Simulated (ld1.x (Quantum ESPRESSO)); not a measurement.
# Pseudopotential generation for I (Z = 53): TM, PW91, scalar-relativistic.

| Item | Value |
| --- | --- |
| Element | iodine (I) |
| Generator | ld1.x (Quantum ESPRESSO) 7.5 |
| Type | norm-conserving Troullier–Martins (Kleinman–Bylander form) |
| Functional | PW91 |
| Relativity | scalar-relativistic |
| Frozen core | [Kr] 4d10 |
| Valence charge | 7 |
| Reference configuration | 5s2 5p3 (charge +2) |
| Partial waves | 5s (bound): rc 1.55 bohr; 5p (bound): rc 1.40 bohr |
| Local potential | all-electron potential smoothed inside 1.10 bohr (lloc = -1) |
| Core correction | none |

* Cutoffs needed: 140 Ry and 230 Ry (the cutoffs (Ry, on a coarse ladder) from which the occupation-weighted sum of valence levels, in a spherical-Bessel basis at the reference potential, stays within 10 and 1 mRy of its value at 400 Ry)
* Ghost test: ghost states, extra bound levels that the all-electron valence spectrum of the same l lacks: s at -261.5 eV, p at -67.6 eV, d at -61.2 eV; a true bound ghost makes a file unfit for plane-wave use (spherical-Bessel basis up to 400 Ry, 20 bohr box)
* Largest excitation error: +70 meV (all-electron minus pseudo) for 5s1 5p5, out of 7 test configurations
